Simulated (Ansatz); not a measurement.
`CB/C=C/Br` + `NCF` → `CBNCF` + `C=CBr`  (ligand exchange at a B–C bond)

Calculated with Ansatz (gas phase, PBE0-D4/def2-TZVP geometries, no zero-point term in ΔE). CCSD(T)/CBS is the MP2 limit (def2-TZVPP, def2-QZVPP) plus CCSD(T) − MP2 in def2-TZVPP, frozen cores. DFT in def2-TZVPP. For Br outer-core shells are correlated without core-valence functions, which leaves a few kJ/mol of doubt a bond. Scalar relativity is left out up to krypton. Each species was taken in one conformer, which may not be the lowest.

```csv
level,ΔE (kJ/mol)
PBE,-97.7
CCSD/def2-TZVPP,-106.2
HF/def2-QZVPP,-107.1
SCS-MP2/def2-QZVPP,-103.2
```

Question: What does CCSD(T)/CBS give? (Estimate.)

Answer: Computed: -103.4 kJ/mol. The listed levels differ from it by 5.7, -2.8, -3.7, 0.2 kJ/mol.

Largest T1 diagnostic among the species: 0.012.

From PBE to PBE0 (25 % exact exchange), in def2-TZVPP and without D4, ΔE moves by −3.0 kJ/mol.
